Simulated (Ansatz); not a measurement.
# Worked example: the enthalpy of CHBrCl2 + C2H4 → CH2Cl2 + C2H3Br

Species: CHBrCl2 (bromodichloromethane) `ClC(Cl)Br`, singlet; C2H4 (ethylene) `C=C`, singlet; CH2Cl2 (dichloromethane) `ClCCl`, singlet; C2H3Br (vinyl bromide) `C=CBr`, singlet. The partners trade Br for H; both sit on C, so the bond types are kept.

Shapes, held fixed at every level: PBE0-D4/def2-TZVP. Programs: Ansatz 0.2.0. The zero-point and thermal terms to 298 K, harmonic and unscaled (PBE0-D4/def2-TZVP), stand in the table.

At PBE0-D4/def2-TZVPP; 1 Eh = 2625.50 kJ/mol:

| species | energy (Eh) | H(298 K) − E (kJ/mol) | tabulated ΔfH (kJ/mol) |
| --- | --- | --- | --- |
| CHBrCl2 | -3532.652882 | 65.7 | -51.5 |
| C2H4 | -78.515107 | 144.6 | +52.6 |
| CH2Cl2 | -959.399627 | 89.3 | -94.7 |
| C2H3Br | -2651.779915 | 122.9 | +73.7 |

Problem. Work out the reaction enthalpy at 298 K from the calculation and from the table of heats.

Solution. 
1. Electronic: (-959.399627) + (-2651.779915) − [(-3532.652882) + (-78.515107)] = -0.011553 Eh = -30.3 kJ/mol.
2. Zero-point and thermal: (89.3) + (122.9) − [(65.7) + (144.6)] = +1.9 kJ/mol.
3. Computed ΔH = -28.4 kJ/mol.
4. From the heats of formation (Active Thermochemical Tables): (-94.7) + (73.7) − [(-51.5) + (52.6)] = -22.1 kJ/mol.
5. Computed less tabulated: -6.3 kJ/mol. Tabulated heats carry uncertainties of their own.

Relativity is left out for Br.
